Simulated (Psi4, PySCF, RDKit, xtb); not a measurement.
Torsional profile of SMILES c1cc(F)c(cc1)-c1c(cccc1)F (C12H8F2), singlet. Scanned: dihedral C2–C7–C8–C9; all other coordinates were relaxed at GFN2-xTB. Points at φ and −φ are mirror images.

Atom numbering (GFN2-xTB optimised geometry, Å):
```
22

F      0.5847     2.0764    -1.2657
C      1.3463     1.1230    -0.6830
C      2.7192     1.2632    -0.7422
C      3.5205     0.3104    -0.1381
C      2.9404    -0.7621     0.5182
C      1.5644    -0.8857     0.5728
C      0.7336     0.0557    -0.0301
C     -0.7324    -0.0738     0.0184
C     -1.5110     0.0773    -1.1266
C     -2.8866    -0.0517    -1.0761
C     -3.5192    -0.3310     0.1236
C     -2.7708    -0.4819     1.2777
C     -1.3969    -0.3548     1.2100
F     -0.6894    -0.4896     2.3544
H      3.1404     2.1137    -1.2547
H      4.5943     0.4090    -0.1794
H      3.5624    -1.5068     0.9908
H      1.1203    -1.7274     1.0816
H     -1.0253     0.2901    -2.0665
H     -3.4674     0.0678    -1.9779
H     -4.5930    -0.4290     0.1646
H     -3.2342    -0.6928     2.2286
```

- MMFF94 // GFN2-xTB (RDKit)
- RKS-B3LYP/6-31G* = restricted B3LYP/6-31G*, spherical d, density fitting // GFN2-xTB (PySCF)
- B3LYP-D3(BJ)/def2-SVP // GFN2-xTB (Psi4)
- UFF // GFN2-xTB (RDKit)
- GFN1-xTB // GFN2-xTB (xtb)
- PBE-D3(BJ)/def2-SVP // GFN2-xTB (Psi4)

Energies in mEh, each method relative to its own lowest point.

```json
[
 {"φ / °": "-165", "MMFF94": "10.9", "RKS-B3LYP/6-31G*": "—", "B3LYP-D3(BJ)/def2-SVP": "8.6", "UFF": "13.4", "GFN1-xTB": "8.3", "PBE-D3(BJ)/def2-SVP": "7.8"},
 {"φ / °": "-150", "MMFF94": "4.6", "RKS-B3LYP/6-31G*": "2.4", "B3LYP-D3(BJ)/def2-SVP": "2.9", "UFF": "4.0", "GFN1-xTB": "4.2", "PBE-D3(BJ)/def2-SVP": "2.5"},
 {"φ / °": "-135", "MMFF94": "1.4", "RKS-B3LYP/6-31G*": "0.1", "B3LYP-D3(BJ)/def2-SVP": "0.4", "UFF": "0.2", "GFN1-xTB": "2.4", "PBE-D3(BJ)/def2-SVP": "0.2"},
 {"φ / °": "-120", "MMFF94": "0.7", "RKS-B3LYP/6-31G*": "0.4", "B3LYP-D3(BJ)/def2-SVP": "0.5", "UFF": "0.0", "GFN1-xTB": "2.5", "PBE-D3(BJ)/def2-SVP": "0.5"},
 {"φ / °": "-105", "MMFF94": "1.1", "RKS-B3LYP/6-31G*": "1.9", "B3LYP-D3(BJ)/def2-SVP": "2.1", "UFF": "1.4", "GFN1-xTB": "3.3", "PBE-D3(BJ)/def2-SVP": "2.2"},
 {"φ / °": "-90", "MMFF94": "1.4", "RKS-B3LYP/6-31G*": "2.9", "B3LYP-D3(BJ)/def2-SVP": "3.1", "UFF": "2.3", "GFN1-xTB": "3.5", "PBE-D3(BJ)/def2-SVP": "3.3"},
 {"φ / °": "-75", "MMFF94": "1.0", "RKS-B3LYP/6-31G*": "2.4", "B3LYP-D3(BJ)/def2-SVP": "2.5", "UFF": "1.5", "GFN1-xTB": "2.8", "PBE-D3(BJ)/def2-SVP": "2.6"},
 {"φ / °": "-60", "MMFF94": "0.2", "RKS-B3LYP/6-31G*": "1.0", "B3LYP-D3(BJ)/def2-SVP": "0.9", "UFF": "0.0", "GFN1-xTB": "1.3", "PBE-D3(BJ)/def2-SVP": "1.0"},
 {"φ / °": "-45", "MMFF94": "0.0", "RKS-B3LYP/6-31G*": "0.0", "B3LYP-D3(BJ)/def2-SVP": "0.0", "UFF": "0.2", "GFN1-xTB": "0.0", "PBE-D3(BJ)/def2-SVP": "0.0"},
 {"φ / °": "-30", "MMFF94": "1.6", "RKS-B3LYP/6-31G*": "0.7", "B3LYP-D3(BJ)/def2-SVP": "0.9", "UFF": "4.4", "GFN1-xTB": "0.4", "PBE-D3(BJ)/def2-SVP": "0.7"},
 {"φ / °": "-15", "MMFF94": "5.5", "RKS-B3LYP/6-31G*": "3.3", "B3LYP-D3(BJ)/def2-SVP": "3.7", "UFF": "14.8", "GFN1-xTB": "2.7", "PBE-D3(BJ)/def2-SVP": "3.3"},
 {"φ / °": "0", "MMFF94": "9.3", "RKS-B3LYP/6-31G*": "5.6", "B3LYP-D3(BJ)/def2-SVP": "6.2", "UFF": "34.7", "GFN1-xTB": "5.5", "PBE-D3(BJ)/def2-SVP": "5.6"},
 {"φ / °": "15", "MMFF94": "5.5", "RKS-B3LYP/6-31G*": "3.3", "B3LYP-D3(BJ)/def2-SVP": "3.7", "UFF": "14.8", "GFN1-xTB": "2.7", "PBE-D3(BJ)/def2-SVP": "3.3"},
 {"φ / °": "30", "MMFF94": "1.6", "RKS-B3LYP/6-31G*": "0.7", "B3LYP-D3(BJ)/def2-SVP": "0.9", "UFF": "4.4", "GFN1-xTB": "0.4", "PBE-D3(BJ)/def2-SVP": "0.7"},
 {"φ / °": "45", "MMFF94": "0.0", "RKS-B3LYP/6-31G*": "0.0", "B3LYP-D3(BJ)/def2-SVP": "0.0", "UFF": "0.2", "GFN1-xTB": "0.0", "PBE-D3(BJ)/def2-SVP": "0.0"},
 {"φ / °": "60", "MMFF94": "0.2", "RKS-B3LYP/6-31G*": "1.0", "B3LYP-D3(BJ)/def2-SVP": "0.9", "UFF": "0.0", "GFN1-xTB": "1.3", "PBE-D3(BJ)/def2-SVP": "1.0"},
 {"φ / °": "75", "MMFF94": "1.0", "RKS-B3LYP/6-31G*": "2.4", "B3LYP-D3(BJ)/def2-SVP": "2.5", "UFF": "1.5", "GFN1-xTB": "2.8", "PBE-D3(BJ)/def2-SVP": "2.6"},
 {"φ / °": "90", "MMFF94": "1.4", "RKS-B3LYP/6-31G*": "2.9", "B3LYP-D3(BJ)/def2-SVP": "3.1", "UFF": "2.3", "GFN1-xTB": "3.5", "PBE-D3(BJ)/def2-SVP": "3.3"},
 {"φ / °": "105", "MMFF94": "1.1", "RKS-B3LYP/6-31G*": "1.9", "B3LYP-D3(BJ)/def2-SVP": "2.1", "UFF": "1.4", "GFN1-xTB": "3.3", "PBE-D3(BJ)/def2-SVP": "2.2"},
 {"φ / °": "120", "MMFF94": "0.7", "RKS-B3LYP/6-31G*": "0.4", "B3LYP-D3(BJ)/def2-SVP": "0.5", "UFF": "0.0", "GFN1-xTB": "2.5", "PBE-D3(BJ)/def2-SVP": "0.5"},
 {"φ / °": "135", "MMFF94": "1.4", "RKS-B3LYP/6-31G*": "0.1", "B3LYP-D3(BJ)/def2-SVP": "0.4", "UFF": "0.2", "GFN1-xTB": "2.4", "PBE-D3(BJ)/def2-SVP": "0.2"},
 {"φ / °": "150", "MMFF94": "4.6", "RKS-B3LYP/6-31G*": "2.4", "B3LYP-D3(BJ)/def2-SVP": "2.9", "UFF": "4.0", "GFN1-xTB": "4.2", "PBE-D3(BJ)/def2-SVP": "2.5"},
 {"φ / °": "165", "MMFF94": "10.9", "RKS-B3LYP/6-31G*": "—", "B3LYP-D3(BJ)/def2-SVP": "8.6", "UFF": "13.4", "GFN1-xTB": "8.3", "PBE-D3(BJ)/def2-SVP": "7.8"},
 {"φ / °": "180", "MMFF94": "19.2", "RKS-B3LYP/6-31G*": "—", "B3LYP-D3(BJ)/def2-SVP": "16.4", "UFF": "30.7", "GFN1-xTB": "14.2", "PBE-D3(BJ)/def2-SVP": "15.1"}
]
```

Root-mean-square difference from the PBE-D3(BJ)/def2-SVP profile, itself a level with limits, after the best constant shift (mEh): MMFF94 1.8, RKS-B3LYP/6-31G* 0.1, B3LYP-D3(BJ)/def2-SVP 0.4, UFF 7.0, GFN1-xTB 0.9.

Dashes: no converged value, or the column stops at the first point that the program doubted or that broke a chosen test of continuity, which isn't proof of a fault.
